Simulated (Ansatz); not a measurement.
The same path of ClH3OSi + H2S (9 atoms, charge 0, multiplicity 1) was run twice with different band settings. Lost on the way: Si1–O2, S7–H9. Made: Si1–S7, O2–H9.

Level of theory: Ansatz, RKS PBE0/def2-SVP.

Relaxed end points:

```xyz
9
Properties=species:S:1:pos:R:3
Si -0.233 -0.224 -0.050
O -0.449 -0.052 1.587
H -0.382 -0.847 2.126
Cl 1.725 -0.760 -0.467
H -0.519 1.093 -0.657
H -1.087 -1.315 -0.592
S 1.686 2.726 1.693
H 2.509 1.788 1.179
H 0.809 1.785 2.110
```

```xyz
9
Properties=species:S:1:pos:R:3
Si 0.611 0.221 -0.215
O -0.775 0.066 2.352
H -1.544 0.647 2.352
Cl 1.532 0.093 -2.075
H -0.787 0.653 -0.448
H 0.786 -1.105 0.418
S 1.546 1.797 0.924
H 2.734 1.164 1.034
H -0.046 0.658 2.588
```

Common settings: climbing image yes; spring 5.0 eV/Å²; optimiser quadratic models (default); start path through a guess of the saddle point; force threshold 0.05 eV/Å; iteration limit 60; end points relaxed.

| run | movable images |
| --- | --- |
| 1 | 5 |
| 2 | 2 |

Task: What does each run give, and how far can it be trusted?

Result: Run 1: converged after 23 iterations, highest image 1.297 eV above the first end. A vibrational analysis at the climbing image gives one clearly imaginary mode, 575i cm⁻¹: a first-order saddle point.
Run 2: converged after 17 iterations, highest image 1.298 eV above the first end. Another band between the same ends (5 images) ends at a top of the same energy, where a vibrational analysis finds 1 clearly imaginary mode. So few images can step over the top or miss a turn of the path.
The orbitals stay closed-shell, which can raise the energy where a bond breaks towards radicals; this wasn't checked here.
